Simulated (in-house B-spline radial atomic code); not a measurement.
Inner-shell binding energies (edges) and X-ray emission energies of free atoms and ions, as differences of relaxed hole-state energies with first-order Breit, QED and recoil terms, without correlation or multiplet splittings, in NIST's listed ground configurations. For neutral atoms such line energies lie within some 1 to 5 eV of tabulated X-ray lines (up to 20 eV for the heaviest). Removing outer electrons raises all edges nearly alike, so lines move far less than edges. K = 1s, L1 = 2s. A dash marks a subshell that is part filled or wasn't run, or a line left out. Computed with an all-electron radial atomic-structure program (B-spline basis): Dirac-Hartree-Fock, average of the configuration, finite nuclei.

| ion | configuration | K edge (eV) | L1 edge (eV) |
| --- | --- | --- | --- |
| Ca | [Ar] 4s2 | 4047.65 | 449.96 |
| Ca2+ | [Ne] 3s2 3p6 | 4064.8 | 466.8 |
| Ca3+ | [Ne] 3s2 3p5 | ? | ? |
| Ca4+ | [Ne] 3s2 3p4 | 4112.22 | 511.27 |
| Ca5+ | [Ne] 3s2 3p3 | 4138.99 | 535.99 |
| Ca6+ | [Ne] 3s2 3p2 | ? | ? |
| Ca7+ | [Ne] 3s2 3p1 | 4198.46 | 590.13 |

(1) Fill in the row of Ca3+.

(2) Fill in the row of Ca6+.

Results:

(1) K edge (eV): 4087.47; L1 edge (eV): 488.17.

(2) K edge (eV): 4167.75; L1 edge (eV): 562.3.
